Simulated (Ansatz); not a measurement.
## Telling isomers of C2H6ClFGe apart by their spectra

These gas-phase data were calculated for one isomer of C2H6ClFGe at B3LYP-D3(BJ)/def2-SVP (harmonic, unscaled wavenumbers; equilibrium rotational constants with average atomic masses):

* rotational constants: 3.021, 2.035, 1.911 GHz
* all wavenumbers above 1500 cm⁻¹: 3161, 3161, 3151, 3150, 3049, 3047

Candidates:

(1) `FC[CH2][GeH2][Cl]`, a singlet
(2) `[CH3][Ge]([CH3])([F])[Cl]`, a singlet
(3) `C[CH2][Ge@H]([F])[Cl]`, a singlet

Q: Assign the data to one candidate and say why.

A: Candidate (2). No mode falls between 1900 and 2250 cm⁻¹, where the Ge–H stretch of (1), (3) would stand.

The same quantities for all candidates:

```tsv
	rotational constants (GHz)	wavenumbers above 1500 cm⁻¹	E above the lowest, B3LYP-D3(BJ)/def2-SVP (kcal/mol)
(1)	3.281, 1.634, 1.298	3113, 3093, 3049, 3034, 2166, 2139	42.9
(2)	3.021, 2.035, 1.911	3161, 3161, 3151, 3150, 3049, 3047	0.0
(3)	2.819, 2.221, 1.395	3124, 3111, 3100, 3049, 3032, 2155	10.9
```

Each candidate is one conformer. Programs: Ansatz 0.2.0.
